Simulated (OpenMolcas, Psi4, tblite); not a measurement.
## SiNH4ClO (SMILES N[SiH](O)Cl): methods side by side

The species is SiNH4ClO (8 atoms), meant as a singlet with charge 0. SMILES: `N[SiH](O)Cl`. The coordinates come from a PBE0-D4/def2-TZVP relaxation. This is one conformer, not always the lowest.

```xyz
8

N    -0.7498    0.8856   -0.2890
Si    0.5244   -0.2262   -0.1153
O     0.5513   -0.8613    1.3869
Cl    0.1731   -1.6416   -1.5669
H    -1.2172    0.9980   -1.1727
H    -0.8069    1.7124    0.2830
H     1.8967    0.2772   -0.3086
H    -0.2795   -1.2012    1.7267
```

Quantity: the HOMO–LUMO gap, in eV. The values are calculated.

```
                                                               level                    kind     program  value (eV)
                                                           IPEA1-xTB          semi-empirical      tblite        6.20
                                     HF/6-31G* (spherical functions)            Hartree–Fock  OpenMolcas       16.36
                                  SVWN5/6-31G* (spherical functions)                     LDA  OpenMolcas        6.70
                                 revPBE/6-31G* (spherical functions)                     GGA  OpenMolcas        6.81
                                  M06-L/6-31G* (spherical functions)                meta-GGA  OpenMolcas        7.82
                                  B3LYP/6-31G* (spherical functions)           global hybrid  OpenMolcas        8.65
                                wB97M-V/6-31G* (spherical functions)  range-separated hybrid        Psi4       13.44
B2PLYP/6-31G* (density fitting for correlation, spherical functions)           double hybrid        Psi4       11.84
```

The values span 6.20 to 16.36 eV. Orbital gaps aren't excitation energies, and those of double hybrids come from the SCF part alone; they tend to grow with the share of exact exchange.
